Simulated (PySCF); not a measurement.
Method: PBE-D3(BJ)/def2-TZVP // PBE0-D3(BJ)/def2-TZVP (PySCF 2.14.0). All species are isolated molecules in the gas phase. One relaxed conformer stands for a flexible species; it need not be the lowest. Excitations are Tamm–Dancoff values on a coarser integration grid. The basis has no diffuse functions, so Rydberg states are missing or too high.

Reference species (SMILES): `C(SC)O` (C–S–C–O torsion -65°, S–C–O–H torsion -54°) (neutral, multiplicity 1).

```json
{
 "S1 oscillator strength": "0.008",
 "T1 excitation (TDA)": "5.00 eV",
 "HOMO–LUMO gap": "5.32 eV",
 "S1–T1 gap (TDA)": "0.50 eV"
}
```

Changed species: `[C@@H](O)(C)S` (S–C–O–H torsion 47°, O–C–S–H torsion 66°).

Give the shifts of the S1 oscillator strength, T1 excitation (TDA), HOMO–LUMO gap and S1–T1 gap (TDA).

the S1 oscillator strength stays essentially unchanged; the T1 excitation (TDA) decreases by 0.07 eV, to 4.93 eV; the HOMO–LUMO gap falls by 0.09 eV, to 5.23 eV; the S1–T1 gap (TDA) falls by 0.04 eV, to 0.46 eV.
